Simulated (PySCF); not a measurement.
Delta-SCF ions had no search for a lower state. Excitations are Tamm–Dancoff values on a coarser integration grid. The basis has no diffuse functions, so Rydberg states are missing or too high.

Cartesian coordinates (Å):
SMILES: C#C[SiH3]
```xyz
7

C      1.9519    -0.1951     0.0379
C      0.7526    -0.0752     0.0146
Si    -1.0632     0.1063    -0.0206
H      3.0103    -0.3009     0.0584
H     -1.4094     1.5011    -0.3680
H     -1.6277    -0.8116    -1.0331
H     -1.6145    -0.2246     1.3108
```
Charge 0, spin multiplicity 1.

What is the computed total energy, HOMO, S1–T1 gap (TDA), S1 excitation (TDA), dipole moment, LUMO, HOMO–LUMO gap and vertical ionisation energy (Delta-SCF) (ωB97X-D3(BJ)/def2-TZVP // B3LYP-D3(BJ)/def2-TZVP (PySCF 2.14.0))?


```
Item                                           Value
--------------------------------------  ------------
total energy                            -368.1376 Ha
HOMO                                       -10.78 eV
S1–T1 gap (TDA)                              0.97 eV
S1 excitation (TDA)                          6.14 eV
dipole moment                              0.088 e·Å
LUMO                                         2.05 eV
HOMO–LUMO gap                               12.83 eV
vertical ionisation energy (Delta-SCF)      10.84 eV
```
